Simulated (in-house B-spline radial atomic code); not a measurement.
Results of a calculation; reference values are marked as such.
## Building a PAW d channel for Mn, r_c = 1.96 bohr

Mn, [Ar] 3d5 4s2, non-relativistic LDA (VWN5), spherical and spin-unpolarised, from an all-electron radial atomic-structure program (B-spline basis) (atomic units; all potentials screened as in the neutral atom).

Two all-electron partial waves φ1, φ2 are integrated outwards at E1 = ε(3d) = -0.266541 and E2 = E1 + 1.5 hartree; φ1 is the bound orbital and φ2 has unit norm inside r_c = 1.9632 bohr. Smooth partners are polynomials, r^3(a0 + a1 r² + a2 r⁴ + a3 r⁶), matched to φ and three derivatives at r_c, with no condition on the norm. The local potential is -5.88934 + (3.68468) r² + (-0.975823) r⁴ + (0.0954309) r⁶ inside 1.6073 bohr and the all-electron one outside.

```
wave     φ(r_c)     φ'(r_c)           a0          a1           a2          a3
   1  0.4414823  -0.3274831    0.6462046  -0.3386535   0.06576285  -0.0045328
   2   1.236323   0.8424108  -0.03508578   0.2041791  -0.05672426  0.00443928
```

Inside r_c the overlaps are <φi φj> = [[0.86917, -0.25893], [-0.25893, 1.00000]] and, for the smooth waves, [[0.27121, 0.31686], [0.31686, 0.50953]]. With χj = (Ej − T − V_local) applied to smooth wave j, the program's quadrature gives the matrix B_ij = <smooth i, χj> as [[-0.30023, 0.55183], [-0.31185, 0.47308]].

(1) Check the match of the first wave, and find the augmentation charges q_ij.

(2) B isn't symmetric. Show that D_ij = B_ij + Ej q_ij is.

Solving (T + V_local + Σ p D p) ψ = E (1 + Σ p q p) ψ in a sphere of 9 bohr gives these levels:

```tsv
all-electron	one projector	two projectors
-0.266537	-0.266536	-0.266536
0.106145	0.110934	0.106260
0.368810	0.393829	0.369203
0.773042	0.845405	0.773400
1.310720	1.464500	1.310740
```

(3) What does the second projector gain?

Results:

(1) At r_c the four terms are 4.88949, -9.87594, 7.39150, -1.96357, which sum to 0.4415, φ1(r_c) to rounding. q_ij is the all-electron overlap less the smooth one: [[0.59796, -0.57579], [-0.57579, 0.49047]]. The smooth first wave has a norm of 0.2712 inside r_c against 0.8692, and q11 > 0 puts back the missing charge.

(2) Integrating by parts gives B12 − B21 = (E1 − E2) q12: 0.55183 − (-0.31185) = 0.86368, and −1.5 × (-0.57579) = 0.86368. So D12 = 0.55183 + (1.233459)(-0.57579) = -0.15838 and D21 = -0.31185 + (-0.266541)(-0.57579) = -0.15838; D11 = -0.45962, D22 = 1.07806. The projectors, p = (B⁻¹)ᵀ χ, are dual to the smooth waves; det B = 0.03.

(3) With one projector the errors are 0.00, +4.79, +25.02, +72.36, +153.78 millihartree. With two the errors are 0.00, +0.11, +0.39, +0.36, +0.02 millihartree. The scattering is exact at E1 and at E2 = 1.233, and over all levels compared the largest error is 0.39 millihartree. The lowest eigenvalue of the overlap operator is 1 with one and 0.9236 with two projectors. The smooth orbital alone needs a cutoff of 15 hartree for 1 millihartree of kinetic energy, against 33 for a norm-conserving Troullier-Martins orbital of the same radius; part of the gain comes from giving up the norm, part from the simpler form.
